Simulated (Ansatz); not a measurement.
H2Ga(BH4) (GaBH6), relaxed as a singlet with RKS r2SCAN-D4/def2-TZVP in Ansatz, starting from the GFN2-xTB geometry. Force threshold 0.02 eV/Å.

Start:

```xyz
8

Ga   -0.030   -0.817    0.815
H    -0.574    0.857    0.375
B     0.028    0.770   -0.767
H     0.588   -0.399   -0.832
H     1.059   -0.878    1.926
H    -1.162   -1.887    0.837
H     0.899    1.562   -0.757
H    -0.808    0.792   -1.596
```

| step | energy (eV) | largest force component (eV/Å) | SCF passes |
| --- | --- | --- | --- |
| 1 | -53150.7443 | 0.612 | 14 |
| 2 | -53150.8252 | 0.202 | 19 |
| 3 | -53150.8317 | 0.053 | 21 |
| 4 | -53150.8319 | 0.016 | 13 |

Force components are those of the run's own axes.

End:

```tsv
atom	x (Å)	y (Å)	z (Å)
Ga1	-0.031	-0.822	0.821
H2	-0.572	0.813	0.413
B3	0.027	0.726	-0.725
H4	0.585	-0.435	-0.792
H5	1.119	-0.751	1.853
H6	-1.215	-1.810	0.708
H7	0.909	1.531	-0.713
H8	-0.822	0.748	-1.564
```

By distances, no bond broke or formed. The bond that changes most is Ga1–B3, from 2.24 to 2.19 Å (atoms count from 1).

No frequencies were taken in this run, so the end may be a saddle point.

Run time 3.2 s (4 threads of Arm Neoverse V2 on a shared host).
